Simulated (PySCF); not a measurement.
# Nonlinear optical response: `C#Cc1ccc(Br)cc1`, C₈H₅Br

Molfile (atoms numbered from 1):
```
C8H5Br
     RDKit          3D

 14 14  0  0  0  0  0  0  0  0999 V2000
    4.2629   -0.4098    0.2844 C   0  0  0  0  0  0  0  0  0  0  0  0
    3.0657   -0.2308    0.2034 C   0  0  0  0  0  0  0  0  0  0  0  0
    1.6564   -0.0203    0.1086 C   0  0  0  0  0  0  0  0  0  0  0  0
    1.1457    1.1989   -0.3673 C   0  0  0  0  0  0  0  0  0  0  0  0
   -0.2252    1.4064   -0.4603 C   0  0  0  0  0  0  0  0  0  0  0  0
   -1.1004    0.3905   -0.0759 C   0  0  0  0  0  0  0  0  0  0  0  0
   -2.9599    0.6677   -0.2002 Br  0  0  0  0  0  0  0  0  0  0  0  0
   -0.6165   -0.8281    0.3994 C   0  0  0  0  0  0  0  0  0  0  0  0
    0.7555   -1.0288    0.4898 C   0  0  0  0  0  0  0  0  0  0  0  0
    5.3231   -0.5680    0.3562 H   0  0  0  0  0  0  0  0  0  0  0  0
    1.8374    1.9887   -0.6660 H   0  0  0  0  0  0  0  0  0  0  0  0
   -0.6175    2.3548   -0.8304 H   0  0  0  0  0  0  0  0  0  0  0  0
   -1.3121   -1.6145    0.6966 H   0  0  0  0  0  0  0  0  0  0  0  0
    1.1430   -1.9795    0.8606 H   0  0  0  0  0  0  0  0  0  0  0  0
  1  2  3  0
  2  3  1  0
  3  4  1  0
  4  5  2  0
  5  6  1  0
  6  7  1  0
  6  8  2  0
  8  9  1  0
  9  3  2  0
  1 10  1  0
  4 11  1  0
  5 12  1  0
  8 13  1  0
  9 14  1  0
M  END
```

Level of theory: PySCF 2.14.0, quadratic response CAM-B3LYP/aug-cc-pVDZ first hyperpolarisability, Taylor convention, gas phase. Geometry: PBE0-D3(BJ)/def2-SVP.

The calculation is non-relativistic, which matters for the atoms heavier than Zn.

Task: What is the first hyperpolarisability, and how does it disperse?

Result: In 10⁻³⁰ esu, Taylor convention; the vector part is βᵢ = ⅓ Σⱼ (βᵢⱼⱼ + βⱼᵢⱼ + βⱼⱼᵢ); β∥ is 3/5 of the vector part along the dipole, the dipole points from − to +:
| process | λ (nm) | β vector norm | β∥ | β HRS | depolarisation ratio |
| --- | --- | --- | --- | --- | --- |
| static β(0;0,0) | ∞ | 3.05 | -1.83 | 1.28 | 4.81 |
| second harmonic β(−2ω;ω,ω) | 1907 | 3.32 | -1.99 | 1.39 | 4.83 |
| Pockels β(−ω;ω,0) | 1907 | 3.14 | -1.88 | – | – |
| second harmonic β(−2ω;ω,ω) | 1064 | 4.08 | -2.45 | 1.70 | 4.89 |
| Pockels β(−ω;ω,0) | 1064 | 3.34 | -2.01 | – | – |

Task: Which lowest excitations, dipole and polarisabilities go with it?

Result: S1 4.99 eV (f = 0.000); S2 5.04 eV (f = 0.472); S3 5.55 eV (f = 0.000); dipole 1.08 D; isotropic α 120.7 au static, 121.3 au at 1907 nm, 122.7 au at 1064 nm, 123.3 au at 953.5 nm, 129.9 au at 532 nm.
